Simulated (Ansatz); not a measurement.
The cluster Cs3F3⁺. The state is a doublet with charge 1. Geometry PBE0-D4/def2-SVP; atoms count from 1.

```xyz
6

Cs    0.9603    1.3267    2.6190
Cs    1.6966   -2.3024   -1.1672
Cs   -1.4258    0.5245   -0.7800
F     0.8835   -0.3229    0.4812
F    -1.3984    2.0680    1.1775
F    -0.7161   -1.2940   -2.3305
```

In the def2 sets Cs takes a core potential; there is no spin–orbit coupling. Another isomer (doublet) lies 0.41 eV lower at PBE0-D4/def2-TZVP; other spin states weren't run for this one.

(1) Estimate the Mulliken populations from the PBE0/def2-TZVP orbitals of Ansatz.

(2) Where does the spin sit?

Results:

(1) 
| atom | charge (e) | spin (α − β) |
| --- | --- | --- |
| Cs1 | 0.88 | 0.00 |
| Cs2 | 0.88 | 0.00 |
| Cs3 | 0.94 | 0.13 |
| F4 | -0.79 | 0.00 |
| F5 | -0.46 | 0.44 |
| F6 | -0.46 | 0.44 |
Mulliken values and Mayer orders depend strongly on the basis.

(2) Summed by element: Cs 0.13, F 0.87, of 1 unpaired in all. Largest on single atoms: F6 0.44, F5 0.44, Cs3 0.13.
